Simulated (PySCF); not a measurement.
Vertical excitations of a molecule C4H6ClF from TDDFT-PBE/def2-SVPD (PySCF), as energy in eV (oscillator strength): 5.76 (0.033), 5.87 (0.015), 6.35 (0.266), 6.62 (0.000), 6.69 (0.038), 7.02 (0.020), 7.13 (0.005), 7.38 (0.029), 7.55 (0.009), 7.71 (0.006). Lowest triplet (TDA): 4.20 eV. Geometry: ωB97X-D3(BJ)/def2-SVP. One conformer was computed; it need not be the lowest.

### Question
Which molecule gave these data?
A. CC/C(F)=C/Cl
B. C[C@@]1(Cl)C[C@@H]1F
C. C=CC[C@H](F)Cl
D. FC1(CCl)CC1

### Answer
A, CC/C(F)=C/Cl
